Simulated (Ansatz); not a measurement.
Harmonic frequencies (cm⁻¹) at PBE0-D4/def2-TZVP from Ansatz: 480, 560, 611, 781, 872, 912, 1753, 3292, 3346.

Problem. Which molecule is it?
A. `C#C[SeH]`
B. `C1=C[Se]1`
C. `C=C=[Se]`
D. `[AsH2][InH2]`

Solution. B.
